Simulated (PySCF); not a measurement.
C3H7BrMg, SMILES C[CH](C)[Mg][Br]. Atoms are numbered in the order given.

```xyz
12

Mg     0.2371    -0.1849     0.0000
Br    -2.1214     0.0457     0.0000
C      2.3431    -0.3904     0.0000
C      2.9849     0.1936     1.2673
C      2.9849     0.1936    -1.2673
H      2.5243    -1.4825     0.0000
H      4.0834     0.0453     1.2699
H      2.8195     1.2825     1.3522
H      2.5978    -0.2673     2.1920
H      2.5978    -0.2673    -2.1920
H      4.0834     0.0453    -1.2699
H      2.8195     1.2825    -1.3522
```

Geometry optimised at B3LYP-D3(BJ)/def2-SVP. Other conformers were not sampled.

Computed with PySCF with PBE0/def2-TZVP.

The molecule is in vacuum.

```yaml
total_energy: -2892.32005 hartree
point_group: Cs
highest_occupied_level: -6.63 eV
lowest_empty_level: -1.20 eV
orbital_gap: 5.44 eV
dipole_moment: 2.38 D
quadrupole, principal values (traceless, Buckingham form, about the centre of nuclear charge): -12.20, 5.49, 6.71 D·Å
mean_static_polarisability: 86.6 bohr³ (12.83 Å³)
polarisability_principal_values: 69.4, 77.1, 113.2 bohr³
```
